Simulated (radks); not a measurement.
Numerical settings for the vanadium ion V+, [Ar] 3d4. All-electron calculation, scalar-relativistic Kohn-Sham, PBE, spin-polarised, spherical densities, point nucleus; open shells are filled with parallel spins first. Program: a radial shooting solver on a logarithmic mesh with Libxc functionals. The defaults (mesh step 0.008 in ln r, mesh end at 40 bohr or more with all orbitals vanishing there, Anderson mixing 0.5 over 9 steps, residual threshold near 1e-9 with the energy settled to 1e-9 hartree or 1e-11 of itself, here a cap of 82 iterations) give E = -948.8521 hartree and 3d at -9.862 eV in 16 iterations. Run on one thread of a shared host, so times are rough (Arm Neoverse N1): 0.2 s of CPU time, 0.2 s wall, 16 iterations on 2476 mesh points. Changes against that run (0 stands for a change within the tolerance of the run):

setting                    iterations  converged  E (mhartree)  e(3d) (meV)  CPU (s)
mesh step in ln r 0.03             16        yes     +0.000166            0     0.07
mesh step in ln r 0.005            16        yes             0            0     0.31
mesh step in ln r 0.08              3         no      diverged            -     0.04
mesh end (bohr) 12                 16        yes     +0.000698       +0.132      0.2
mesh end (bohr) 5                  15        yes         +20.1         +931     0.18
residual threshold 0.1             10        yes             0       +0.696     0.15
residual threshold 1e-13           22        yes             0            0     0.25
mixing 0.01                        26        yes             0            0     0.32
linear mixing, mixing 1            82         no     +1.46e+04    +8.31e+03      1.6
linear mixing, mixing 0.8          82         no     +2.05e+03    +6.12e+03      1.3
mixing history 3                   18        yes             0            0     0.22
iteration cap 5                     5         no         +2.27         +581     0.07

Settings that end as converged yet miss the energy by more than 1 mhartree: mesh end (bohr) 5 (+0.0201 hartree). A mesh that ends early acts as a hard wall.
